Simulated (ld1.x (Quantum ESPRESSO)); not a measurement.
**ruthenium, TM: configuration errors across variants**

ld1.x (Quantum ESPRESSO) 7.5 input, shortened:

```
&input
   title='Ru', zed=44., rel=1, dft='PBE', iswitch=3,
   config='[Kr] 4d7 5s0.5 5p0.5'
 /
 &inputp
   pseudotype=2, tm=.true., lloc=-1, rcloc=2.15,
   nlcc=.false.
 /
3
4S  1  0   2.00   0.00  1.80  1.80  0.0
4P  2  1   6.00   0.00  1.10  1.10  0.0
4D  3  2   7.00   0.00  2.15  2.15  0.0
 &test
   configts(1)='4s2 4p6 4d7 5s0.5 5p0.5'
 /
```

Occupied shells without a wave of their own: 5p, 5s. They enter only through the test configuration that unscreens the potential.

All-electron excitation energies from the reference (eV): (1) 4s2 4p6 4d7 5s1 5p0 -1.694; (2) 4s2 4p6 4d7 5s0 5p0 5.598; (3) 4s2 4p6 4d6 5s0 5p0 23.785; (4) 4s2 4p6 4d7 5s0.5 5p0 1.169; (5) 4s2 4p6 4d6 5s1 5p0 8.418; (6) 4s2 4p5 4d7 5s1 5p0 50.696; (7) 4s2 4p6 4d5 5s0 5p0 54.407.

For the base: The 5p, 5s levels have no wave, so the channel is fitted at the deeper level alone: the likely source of the large errors.

The file “base” misses its own reference levels by 0.9 eV. The file “wave 4s (bound): rc 1.80 bohr becomes 4s (bound): rc 1.12 bohr” misses its own reference levels by 0.9 eV. The file “wave 4s (bound): rc 1.80 bohr becomes 4s (bound): rc 1.32 bohr” misses its own reference levels by 0.9 eV. The file “wave 4s (bound): rc 1.80 bohr becomes 4s (bound): rc 1.54 bohr” misses its own reference levels by 0.9 eV. The file “wave 4s (bound): rc 1.80 bohr becomes 4s (bound): rc 1.68 bohr” misses its own reference levels by 0.9 eV. The file “wave 4s (bound): rc 1.80 bohr becomes 4s (bound): rc 1.82 bohr” misses its own reference levels by 0.9 eV. The file “wave 4s (bound): rc 1.80 bohr becomes 4s (bound): rc 1.98 bohr” misses its own reference levels by 1.0 eV. The file “wave 4s (bound): rc 1.80 bohr becomes 4s (bound): rc 2.24 bohr” misses its own reference levels by 1.0 eV. The file “wave 4s (bound): rc 1.80 bohr becomes 4s (bound): rc 2.34 bohr” misses its own reference levels by 1.1 eV. The file “wave 4s (bound): rc 1.80 bohr becomes 4s (bound): rc 2.48 bohr” misses its own reference levels by 1.1 eV.

Errors AE − PS in meV (a dash: test not solved or not reliable):

| change | (1) | (2) | (3) | (4) | (5) | (6) | (7) | bound ghosts |
| --- | --- | --- | --- | --- | --- | --- | --- | --- |
| base | +461 | -528 | -790 | +36 | +742 | +777 | -1120 | none |
| wave 4s (bound): rc 1.80 bohr becomes 4s (bound): rc 1.12 bohr | +426 | -486 | -773 | +36 | +762 | +869 | -1139 | none |
| wave 4s (bound): rc 1.80 bohr becomes 4s (bound): rc 1.32 bohr | +424 | -481 | -751 | +36 | +734 | +811 | -1095 | none |
| wave 4s (bound): rc 1.80 bohr becomes 4s (bound): rc 1.54 bohr | +436 | -496 | -756 | +36 | +723 | +771 | -1085 | none |
| wave 4s (bound): rc 1.80 bohr becomes 4s (bound): rc 1.68 bohr | +447 | -510 | -770 | +36 | +729 | +770 | -1097 | none |
| wave 4s (bound): rc 1.80 bohr becomes 4s (bound): rc 1.82 bohr | +461 | -528 | -790 | +36 | +742 | +777 | -1120 | none |
| wave 4s (bound): rc 1.80 bohr becomes 4s (bound): rc 1.98 bohr | +484 | -556 | -825 | +36 | +766 | +796 | -1161 | none |
| wave 4s (bound): rc 1.80 bohr becomes 4s (bound): rc 2.24 bohr | +512 | -591 | -870 | +36 | +799 | +825 | -1217 | none |
| wave 4s (bound): rc 1.80 bohr becomes 4s (bound): rc 2.34 bohr | +516 | -596 | -877 | +36 | +804 | +830 | -1226 | none |
| wave 4s (bound): rc 1.80 bohr becomes 4s (bound): rc 2.48 bohr | +526 | -607 | -892 | +36 | +815 | +840 | -1244 | none |

**Question.** Give the same row for: wave 4s (bound): rc 1.80 bohr becomes 4s (bound): rc 2.68 bohr.

**Answer.** +525, -607, -891, +36, +814, +840, -1243; bound ghosts: none.
